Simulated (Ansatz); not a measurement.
Gas-phase electronic energies from Ansatz, PBE0-D4/def2-TZVP geometries. CCSD(T)/CBS adds triple-zeta CCSD(T) − MP2 to the extrapolated MP2 energy (def2 sets, frozen cores). Functionals use def2-TZVPP. B3LYP here is the variant with VWN-RPA as its local correlation; programs differ in this. One conformer a species, not always the lowest.

`C=C[SiH2][SiH](O)O` → `C=C[SiH](O)[SiH2]O`  (isomerisation)

`C=C[SiH2][SiH](O)O`:

```xyz
14

C     1.241    0.324   -1.912
C     0.142   -0.425   -1.952
Si   -0.957   -0.760   -0.480
Si   -0.330    0.555    1.360
O    -1.277    0.017    2.596
O     1.284    0.448    1.696
H     1.853    0.491   -2.796
H     1.586    0.800   -0.999
H    -0.134   -0.872   -2.906
H    -0.883   -2.206   -0.115
H    -2.377   -0.481   -0.838
H    -0.520    2.015    1.152
H    -1.283    0.528    3.407
H     1.655   -0.432    1.786
```

`C=C[SiH](O)[SiH2]O`:

```xyz
14

C    -0.391    1.699    1.326
C     0.518    0.748    1.529
Si    0.662   -0.771    0.475
O     2.277   -1.023    0.189
Si   -0.463   -0.499   -1.572
O    -2.050   -0.138   -1.243
H    -1.102    1.650    0.505
H    -0.474    2.564    1.978
H     1.199    0.853    2.374
H     0.114   -1.959    1.200
H     2.551   -1.922    0.006
H    -0.363   -1.747   -2.390
H     0.166    0.583   -2.386
H    -2.643   -0.039   -1.989
```

**Question.** Is it downhill or uphill in electronic energy at CCSD(T)/CBS, and by how much? (Best estimate.)

**Answer.** Computed: Uphill: ΔE = +0.27 eV.

**Question.** What do these levels give: B3LYP-D4, ωB97M-V, B2PLYP, HF/def2-TZVPP, MP2/def2-TZVPP, CCSD/CBS(def2)? (Best estimate.)

**Answer.** Computed: B3LYP-D4 0.26, ωB97M-V 0.28, B2PLYP 0.27, HF/def2-TZVPP 0.23, MP2/def2-TZVPP 0.27, CCSD/CBS(def2) 0.26 eV.

Largest T1 diagnostic among the species: 0.013.

In def2-TZVPP, CCSD(T) changes the Hartree–Fock value by +0.05 eV (the triples alone add +0.01 eV) and MP2 by +0.04 eV.
